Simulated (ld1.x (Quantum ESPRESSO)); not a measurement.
What one change does to a pseudopotential (niobium (Nb), TM)

* Element: niobium (Nb)
* Generator: ld1.x (Quantum ESPRESSO) 7.5
* Type: norm-conserving Troullier–Martins (Kleinman–Bylander form)
* Functional: PBE
* Relativity: fully relativistic
* Frozen core: [Kr]
* Valence charge: 5
* Reference configuration: 4d4 5s1 5p0
* Partial waves: 5p (bound, empty): rc 1.35 bohr; 4d (bound): rc 2.55 bohr; 5s (bound): rc 2.55 bohr
* Local potential: the s channel
* Core correction: none

Open shells are filled in proportion to 2j + 1 (rel_dist='average').

All-electron outer shells of the reference configuration (PBE, scalar-relativistic, ld1.x):

```json
{"shell": "4s", "level (eV)": "-58.39", "outermost node (bohr)": "0.53", "outermost maximum (bohr)": "1.04"}
{"shell": "4p", "level (eV)": "-34.52", "outermost node (bohr)": "0.54", "outermost maximum (bohr)": "1.12"}
{"shell": "5s", "level (eV)": "-3.98", "outermost node (bohr)": "1.41", "outermost maximum (bohr)": "3.08"}
{"shell": "4d", "level (eV)": "-3.04", "outermost node (bohr)": "0.55", "outermost maximum (bohr)": "1.49"}
{"shell": "5p", "level (eV)": "-1.11", "outermost node (bohr)": "1.63", "outermost maximum (bohr)": "4.26"}
```

Change: all radii scaled by about 1.15 (s 2.94, p 1.56, d 2.94 bohr).

Cutoffs: the cutoffs (Ry, on a coarse ladder) from which the occupation-weighted sum of valence levels, in a spherical-Bessel basis at the reference potential, stays within 10 and 1 mRy of its value at 400 Ry; they do not see the model core or the augmentation charge, which bear on the density cutoff. Errors are all-electron minus pseudo energies relative to the spin-unpolarised reference configuration.

How do hardness, ghosts and transferability respond?

The potential gets softer (30 Ry and 35 Ry → 21 Ry and 30 Ry); both files keep a bound ghost (p); of the 6 tests that both files solve, the error grows in 2 and shrinks in 1 by more than 15 % and 0.3 meV (median size 28.8 → 29.9 meV). A larger radius leaves more room for a smooth pseudo-wave, so fewer plane waves are needed.

| quantity | base | changed |
| --- | --- | --- |
| cutoff, loose | 30 Ry | 21 Ry |
| cutoff, tight | 35 Ry | 30 Ry |
| loose cutoff by channel (10 mRy a level) | d 25 Ry, s 6 Ry | d 21 Ry, s 6 Ry |
| bound ghosts | p3/2, p1/2 | p3/2, p1/2 |
| tests counted (converged, no solver errors) | 6 of 7 | 6 of 7 |
| error for 4d4 5s0 5p0, meV [ΔE 6.64 eV] | +27 | +28 |
| error for 4d3 5s0 5p0, meV [ΔE 20.68 eV] | +33 | +32 |
| error for 4d2 5s0 5p0, meV [ΔE 45.40 eV] | -23 | +51 |
| error for 4d3 5s1 5p0, meV [ΔE 7.02 eV] | -31 | -26 |
| error for 4d4 5s0.5 5p0, meV [ΔE 2.64 eV] | +3.9 | +4.3 |
| error for 4d1 5s0 5p0, meV [ΔE 82.30 eV] | +214 | +540 |

Base: Tests not counted: 4d4 5s0 5p1 (solver errors, printed error -1.9 eV). The 5p radius (1.35 bohr) lies inside the outermost node of the all-electron wave (1.63 bohr), which a nodeless pseudo-wave cannot match soundly. Changed file: Tests not counted: 4d4 5s0 5p1 (solver errors, printed error -104 eV). The 5p radius (1.56 bohr) lies inside the outermost node of the all-electron wave (1.63 bohr), which a nodeless pseudo-wave cannot match soundly. A true bound ghost makes a file unfit for plane-wave use even where its test errors are small: the radial tests pick states by their node count and pass the ghost by. Where a test does run into it, the solver fails or the error is huge.
